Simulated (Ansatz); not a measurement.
Consider the hydrogen abstraction from the Sn–H bond: `[F][SnH]([Cl])[Cl]` + F• → `[F][Sn]([Cl])[Cl]`• + H–F.

Calculated with Ansatz (gas phase, PBE0-D4/def2-TZVP geometries, no zero-point term in ΔE). CCSD(T)/CBS is the MP2 limit (def2-TZVPP, def2-QZVPP) plus CCSD(T) − MP2 in def2-TZVPP, frozen cores. This one scheme is used for every species, atoms too. Functionals use def2-TZVPP. B3LYP here is the variant with VWN-RPA as its local correlation; programs differ in this. No spin–orbit coupling; open shells (•) take unrestricted orbitals. Spin–orbit coupling would lower the free atoms: a little for F. Elements past krypton have def2 core potentials. For Sn outer-core shells are correlated without core-valence functions, so the limit isn't a true one: a few kJ/mol of doubt a bond, and 10 to 20 or more in all where bonds break to atoms.

| level | ΔE (kJ/mol) | difference from CCSD(T)/CBS |
| --- | --- | --- |
| LDA (SPW92) | -354.3 | -80.7 |
| PBE-D4 | -310.6 | -37.0 |
| BLYP-D4 | -309.4 | -35.8 |
| r2SCAN-D4 | -283.5 | -9.9 |
| B97M-V | -260.8 | 12.8 |
| PBE0-D4 | -275.6 | -2.0 |
| PBE | -311.8 | -38.2 |
| B3LYP | -287.2 | -13.6 |
| r2SCAN0 | -260.5 | 13.1 |
| LC-ωPBE | -269.7 | 3.9 |
| RPA@PBE/def2-TZVPP | -231.7 | 41.9 |
| HF/def2-SVP | -151.0 | 122.6 |
| MP2/def2-SVP | -257.5 | 16.1 |
| CCSD(T)/def2-TZVPP | -261.1 | 12.5 |
| HF/CBS(def2) | -162.1 | 111.5 |
| CCSD/CBS(def2) | -265.6 | 8.0 |
| CCSD(T)/CBS | -273.6 | 0 |

Largest T1 diagnostic among the species: 0.016.

Leaving LDA and LC-ωPBE aside and taking each functional with its dispersion term where it has one, the values, not all of them listed here, spread over 68.3 kJ/mol, from PBE-D4 to BHLYP-D4. LDA lies −42.5 kJ/mol from PBE without D4. In def2-TZVPP, CCSD(T) changes the Hartree–Fock value by −100.7 kJ/mol (the triples alone add −8.0 kJ/mol) and MP2 by −127.9 kJ/mol. From BLYP to BHLYP (50 % exact exchange), in def2-TZVPP and without D4, ΔE moves by +68.4 kJ/mol.

CCSD(T)/CBS has its own doubt, a few kJ/mol and more with outer-core shells, so smaller differences from it don't rank the levels.
